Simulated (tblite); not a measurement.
Level: GFN2-xTB in tblite, geometry and Hessian alike; calculated harmonic values, unscaled, isolated species. This tight-binding method is rough: wavenumbers can miss measured ones by several per cent, in bad cases by 10 to 20. Modes of hydrogen on silicon and sulfur can be 10 to 20 % off. One conformer each. Thermal functions are those of the rigid rotor and harmonic oscillator, without mixing of conformers.

Question: Order these by their heat capacity Cp at 298.15 K, highest first (cal/(mol K)).
A. `ClC(Cl)(Cl)[SiH]1N[SiH2]N1` (CH5Cl3N2Si2)
B. `CCC` (C3H8)
C. `S[Si](Cl)(Cl)Cl` (Cl3HSSi)
D. `C#Cc1ccccc1S(=O)(=O)Cl` (C8H5ClO2S)
E. `CC[P@@](CC#N)(C)=O` (C5H10NOP)

Answer: D (44.2), A (42.6), E (39.2), C (25.3), B (16.6).

```tsv
SMILES	atoms	mass (u)	symmetry number	modes under 300 cm⁻¹	ZPE (kcal/mol)	S translation (cal/(mol K))	S rotation	S vibration	S	Cp
C#Cc1ccccc1S(=O)(=O)Cl	17	199.97	1	8	67.0	41.8	31.0	34.2	107.0	44.2
ClC(Cl)(Cl)[SiH]1N[SiH2]N1	13	205.91	1	10	40.2	41.9	30.9	36.9	109.7	42.6
CC[P@@](C)(=O)CC#N	18	131.05	1	9	88.7	40.6	28.9	31.7	101.2	39.2
S[Si](Cl)(Cl)Cl	6	165.86	1	6	8.5	41.3	29.4	20.1	90.7	25.3
CCC	11	44.06	2	2	64.4	37.3	21.3	5.7	64.2	16.6
```

Entropies and Cp are for 298.15 K and 1 bar.
